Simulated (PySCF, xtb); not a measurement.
methylcyclobutane (C5H10), SMILES CC1CCC1.

Harmonic wavenumbers (cm⁻¹) from GFN2-xTB run with xtb at its own minimum, in rising order: 82, 209, 326, 409, 665, 799, 813, 910, 948, 957, 997, 1039, 1044, 1141, 1151, 1175, 1191, 1215, 1245, 1255, 1255, 1269, 1338, 1410, 1476, 1477, 1495, 1501, 1503, 2958, 2992, 3001, 3010, 3014, 3016, 3019, 3025, 3027, 3031.

What does B3LYP-D3(BJ)/def2-SVP run with PySCF give at its own minimum? (Estimate from the structure and the level; the computed values follow.)

142, 235, 317, 414, 610, 754, 779, 887, 899, 932, 942, 979, 982, 1124, 1130, 1180, 1203, 1243, 1250, 1259, 1275, 1294, 1367, 1400, 1452, 1457, 1466, 1468, 1489, 3015, 3032, 3039, 3044, 3054, 3093, 3096, 3098, 3100, 3115. Paired by order, the mean absolute difference is 36 cm⁻¹ and the zero-point energies are 86.3 and 86.7 kcal/mol.
